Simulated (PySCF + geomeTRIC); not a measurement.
Species: H6N2Si, SMILES `N[SiH2]N` (charge 0, multiplicity 1).

Give a relaxed geometry from r2SCAN-D4/def2-TZVP (PySCF + geomeTRIC).

This is not unique; one that fits is the end point of this relaxation, one of several conformers (outside a Z-matrix the atoms follow the SMILES, hydrogens last).
Z-matrix (Å, degrees):
```
Si
N 1 1.7131
H 2 1.0076 1 120.28
H 2 1.0084 3 111.63 1 -151.33
N 1 1.7133 2 108.12 3 152.39
H 5 1.0076 1 120.35 2 152.67
H 5 1.0084 6 111.63 1 -151.16
H 1 1.4919 2 117.44 3 -91.22
H 1 1.4919 8 107.75 5 124.99
```
